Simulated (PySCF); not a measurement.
## Electric field gradients and quadrupole coupling constants

Compound: C3H8O4Si2.
Structure used (GFN2-xTB), in Å, numbered top down from 1:
```
atom  x, y, z in Å
C1     3.0715    0.0884   -0.1064
O2     1.8473    0.6855    0.2162
Si3    0.3834    0.4477   -0.4330
O4    -0.1971   -1.0734   -0.2234
C5    -1.2124   -1.5000    0.6342
C6    -2.5072   -0.6861    0.5502
O7    -3.5779   -1.2131    0.4327
O8    -2.3869    0.6252    0.6560
Si9   -1.0930    1.6653    0.8029
H10    3.3713    0.3663   -1.1183
H11    3.0000   -0.9988   -0.0488
H12    3.8180    0.4450    0.6031
H13    0.4154    0.4807   -1.8965
H14   -0.8798   -1.4517    1.6816
H15   -1.4495   -2.5383    0.3843
H16   -1.6902    2.8734    0.2484
H17   -0.9200    1.7960    2.2563
```

Field gradients from the PBE0/pcSseg-1 density (PySCF, non-relativistic), principal values in atomic units, ordered |Vxx| ≤ |Vyy| ≤ |Vzz|:

| atom | Vxx | Vyy | Vzz |
| --- | --- | --- | --- |
| O2 | -0.6448 | -1.0511 | 1.6959 |
| O4 | -0.5586 | -1.1757 | 1.7343 |
| O7 | 0.6033 | 1.1515 | -1.7548 |
| O8 | -0.5738 | -0.8731 | 1.4470 |

Q: Find the asymmetry η = (Vxx − Vyy)/Vzz and the couplings χ = eQV/h (234.96 MHz × Q in barn × V in au), with Q(17O) = −0.0256 b.

A: 
```
atom                               environment  nucleus     η  χzz (MHz)  χxx (MHz)  χyy (MHz)
  O2                        silyl ether oxygen      17O  0.24     -10.20       3.88       6.32
  O4                        silyl ether oxygen      17O  0.36     -10.43       3.36       7.07
  O7                           carbonyl oxygen      17O  0.31      10.56      -3.63      -6.93
  O8  oxygen singly bound to a carbonyl carbon      17O  0.21      -8.70       3.45       5.25
```

The tensor is traceless: Vxx + Vyy + Vzz = 0.

Q: What is Vzz at O7 in SI units (1 au = 9.71736 × 10²¹ V/m²)?

A: -1.7548 au = -17.052 × 10²¹ V/m².

Were the hydrogens deuterons (Q(2H) = 0.00286 b), χzz would run from 105 kHz (H17) to 203 kHz (H12).

Isolated species at its GFN2-xTB geometry (one conformer only). GFN2-xTB bond lengths can be off by several hundredths of an ångström, more for odd bonds, and the gradients follow them. With a basis this small, the couplings can be 20 % off.
